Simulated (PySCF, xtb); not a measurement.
C3H5BO2, SMILES OB1C=COC1. The values are those of a single conformer.

Harmonic wavenumbers (cm⁻¹) from GFN2-xTB (xtb) at its own minimum, in rising order: 170, 316, 324, 484, 538, 579, 757, 765, 793, 818, 893, 916, 975, 1047, 1121, 1144, 1171, 1226, 1278, 1393, 1439, 1581, 2928, 2950, 3082, 3152, 3622.

### Question
What does B3LYP-D3(BJ)/def2-SVP in PySCF give at its own minimum? (Estimate from the structure and the level; the computed values follow.)

### Answer
171, 334, 350, 490, 557, 561, 795, 796, 803, 841, 942, 970, 992, 1037, 1143, 1199, 1252, 1283, 1348, 1427, 1487, 1602, 3039, 3085, 3182, 3233, 3857. Paired by order, the mean absolute difference is 51 cm⁻¹ and the zero-point energies are 50.7 and 52.6 kcal/mol.
